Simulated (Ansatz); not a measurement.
`OB(F)[S][SnH3]` + HBr → `OB(F)Br` + `[SH][SnH3]` at 600 K and 1 bar (ligand exchange at a B–S bond).

Program: Ansatz. Geometries: PBE0-D4/def2-TZVP. ΔE: electronic, gas phase. CCSD(T)/CBS adds triple-zeta CCSD(T) − MP2 to the extrapolated MP2 energy (def2 sets, frozen cores). def2 core potentials past Kr. For Br, Sn outer-core shells are correlated without core-valence functions, which leaves a few kJ/mol of doubt a bond. Scalar relativity is left out up to krypton. One conformer a species, not always the lowest.

```csv
species,CCSD(T)/CBS energy (Eh),H − E (kJ/mol),S (J/(mol·K))
`OB(F)[S][SnH3]`,-814.11643,181.2,473.8
HBr,-2573.91920,33.5,219.1
`OB(F)Br`,-2773.83630,95.8,347.4
`[SH][SnH3]`,-614.20548,117.8,361.0
```

H − E and S are ideal-gas, rigid-rotor, harmonic terms from PBE0-D4/def2-TZVP, for one conformer and one mirror image of each species. 1 Eh = 2625.50 kJ/mol, R = 8.31446 J/(mol·K).

Problem. By hand: ΔE, ΔH, ΔS and ΔG.

Solution. ΔE = (-2773.83630) + (-614.20548) − (-814.11643) − (-2573.91920) = -0.00615 Eh = -16.1 kJ/mol. Δ(H − E) = 95.8 + 117.8 − 181.2 − 33.5 = -1.1, so ΔH = -17.2 kJ/mol. ΔS = 347.4 + 361.0 − 473.8 − 219.1 = 15.5 J/(mol·K). ΔG = -17.2 − 600 × (15.5)/1000 = -26.5 kJ/mol.

Problem. By hand: the equilibrium constant, and the temperature at which ΔG would vanish if ΔH and ΔS stayed fixed.

Solution. log₁₀ K = −ΔG/(RT ln 10) = 2.3. ΔH and −TΔS have one sign here, so there is no such temperature.

TΔS isn't small against ΔH here. A doubt of 5 kJ/mol in ΔE shifts log₁₀ K by 0.4 here. Other conformers and mirror images would add mixing entropy, several J/(mol·K) or more a flexible species. Modes under 60 cm⁻¹, often nearly free rotors, make the harmonic entropy too high. These are equilibria of isolated gas molecules and say nothing of rates. Largest T1 diagnostic: 0.013 (customary marks: 0.02 for closed shells, 0.045 for open ones).
